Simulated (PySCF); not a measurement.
## How methods differ on the ionisation energy of Sn³⁴⁺

Sn³⁴⁺ [Ne] 3s2 3p4 (3P) → Sn³⁵⁺ [Ne] 3s2 3p3 (4S), as a difference of total energies. Calculation: PySCF 2.14, in an uncontracted even-tempered set (18 s from 5 bohr⁻², ratio 2.5; 12 p from 6.5 bohr⁻², ratio 2.5; 5 d from 30 bohr⁻², ratio 2.7; 4 f from 45 bohr⁻², ratio 2.7); scalar relativity by spin-free X2C-1e. Correlated levels: outer shells: 1s2 frozen; virtual orbitals above 40 to 60 times the deepest correlated orbital energy dropped. The calculations carry no spin-orbit coupling.

| method | ionisation energy (eV) |
| --- | --- |
| UHF | 2237.0 |
| LDA | 2239.6 |
| PBE | 2240.2 |
| PBE0 | 2239.9 |
| r2SCAN | 2239.6 |
| PW91 | 2240.9 |
| M06-2X | 2240.4 |
| MP2 (outer shells) | 2238.0 |
| SCS-MP2 (outer shells) | 2238.0 |

Spin-orbit coupling is strong in these open shells (close to jj coupling). The scalar numbers leave it out and a first-order estimate fails, so it can dominate the gap to the real levels.

Breit and QED terms and the two-electron picture change are absent.

For comparison: 2227 ± 3 eV (semi-empirical (NIST evaluation); NIST Atomic Spectra Database, ionization energies).
